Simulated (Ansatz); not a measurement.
This geometry of BH$_{5}$SSi$_{2}$ (9 atoms, charge 0, multiplicity 1) is a first-order saddle point.

These are results of RKS r2SCAN/STO-3G (Ansatz), not measurements.

```xyz
9
Properties=species:S:1:pos:R:3
S -1.900 1.296 -1.078
B -0.509 0.213 -0.614
Si 1.224 0.565 0.122
Si -0.260 -1.051 0.803
H -1.902 0.768 -2.332
H 1.644 1.835 0.683
H 2.382 -0.241 -0.203
H -1.132 -1.185 1.956
H 0.540 -2.247 0.645
```

Problem. Which two structures does it join? (They come from a converged band through this point; their orientation in space is the band's.)

Solution. No bond is made or broken. The dihedral H5–S1–B2–Si4 goes from 1 to 180°. The two ends are copies of one structure, up to a mirror image or an exchange of like atoms.

Image 0:

```xyz
9
Properties=species:S:1:pos:R:3
S -1.265 1.204 -1.835
B -0.368 0.426 -0.588
Si 1.294 0.558 0.418
Si -0.200 -1.041 0.682
H -2.350 0.368 -1.910
H 1.442 1.590 1.423
H 2.554 0.295 -0.246
H -1.055 -1.062 1.851
H 0.036 -2.383 0.189
```

Image 6:

```xyz
9
Properties=species:S:1:pos:R:3
S -1.775 0.638 -1.689
B -0.592 0.159 -0.534
Si 1.116 0.488 0.343
Si -0.215 -1.210 0.799
H -1.182 1.770 -2.188
H 1.239 1.607 1.254
H 2.342 0.291 -0.402
H -0.977 -1.239 2.030
H 0.133 -2.548 0.370
```

Problem. How far does it lie above each of them?

Solution. 29.5 kcal/mol above the first and 29.5 kcal/mol above the second. This is the barrier of this one path; another mechanism may lie lower. Limits of this set-up: minimal basis.

Time of the run: 3.2 min on 1 thread of Arm Neoverse V1, on a shared host, peak memory 0.12 GiB.
